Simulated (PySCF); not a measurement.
## Ru (ruthenium, neutral) across methods

[Kr] 4d6 5s1 5p1, one real determinant (an excited configuration). Calculation: PySCF 2.14, in def2-QZVPPD with the def2 core potential (28 electrons) (7s5p4d4f2g, 88 functions); scalar relativity through the core potential.

```
method  E (hartree)  mean ε 4d β (eV)  mean ε 5s α (eV)  mean ε 5p α (eV)  Σ⟨r²⟩ (bohr²)    ⟨S²⟩
 B3LYP     -94.7091            -8.732            -7.414            -3.079          60.46  12.001
   UHF    -94.06313           -12.548            -9.697            -5.186          60.35  12.003
r2SCAN     -94.7266            -7.290            -7.104            -2.765          59.36  12.001
  BLYP     -94.6388            -7.405            -6.579            -2.382          61.09  12.001
  PBE0     -94.6765            -8.859            -7.651            -3.310          60.01  12.001
  TPSS     -94.6520            -7.461            -6.779            -2.613          60.22  12.001
M06-2X     -94.5665           -10.617            -8.563            -4.058          58.78  12.002
   LDA     -94.4685            -7.296            -7.033            -2.689          60.17  12.001
```

Task: Estimate the same row for PBE.

Result: E (hartree) = -94.6902; mean ε 4d β (eV) = -7.343; mean ε 5s α (eV) = -6.812; mean ε 5p α (eV) = -2.615; Σ⟨r²⟩ (bohr²) = 60.54; ⟨S²⟩ = 12.001.

⟨L²⟩ = 8.02 against 12 for a pure F term, so this real determinant mixes terms. Energies and moments cover only the electrons outside the core potential.
